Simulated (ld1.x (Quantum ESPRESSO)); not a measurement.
# What one change does to a pseudopotential (nitrogen (N), RRKJ)

- Element: nitrogen (N)
- Generator: ld1.x (Quantum ESPRESSO) 7.5
- Type: norm-conserving RRKJ (Kleinman–Bylander form)
- Functional: PBE
- Relativity: scalar-relativistic
- Frozen core: [He]
- Valence charge: 5
- Reference configuration: 2s2 2p2 (charge +1)
- Partial waves: 2p (bound): rc 2.15 bohr; 2s (bound): rc 1.00 bohr
- Local potential: the s channel
- Core correction: a·sin(br)/r model core inside 0.70 bohr

Change: all radii but the core radius scaled by about 1.19 (s 1.20, p 2.56 bohr).

Cutoffs: the cutoffs (Ry, on a coarse ladder) from which the occupation-weighted sum of valence levels, in a spherical-Bessel basis at the reference potential, stays within 10 and 1 mRy of its value at 400 Ry; they do not see the model core or the augmentation charge, which bear on the density cutoff. Errors are all-electron minus pseudo energies relative to the spin-unpolarised reference configuration.

Predict the effect on cutoff, ghosts and configuration errors.

The potential gets softer (50 Ry and 140 Ry → 40 Ry and 100 Ry); of the 7 tests that both files solve, the error grows in 7 and shrinks in 0 by more than 15 % and 0.3 meV (median size 226.0 → 456.1 meV); neither file shows a bound ghost. A larger radius leaves more room for a smooth pseudo-wave, so fewer plane waves are needed. More of the atom is replaced by a form fitted at one configuration, so other configurations suffer.

```tsv
quantity	base	changed
cutoff, loose	50 Ry	40 Ry
cutoff, tight	140 Ry	100 Ry
loose cutoff by channel (10 mRy a level)	p 25 Ry, s 45 Ry	p 18 Ry, s 35 Ry
bound ghosts	none	none
error for 2s2 2p3, meV [ΔE -13.59 eV]	+75	+180
error for 2s2 2p1, meV [ΔE 28.85 eV]	+288	+563
error for 2s2 2p0, meV [ΔE 75.94 eV]	+1803	+3244
error for 2s0 2p5, meV [ΔE 9.45 eV]	+358	+635
error for 2s1 2p4, meV [ΔE -2.08 eV]	+226	+456
error for 2s2 2p2.5, meV [ΔE -8.50 eV]	+29	+65
error for 2s1 2p3, meV [ΔE 11.78 eV]	-3.0	-46
```
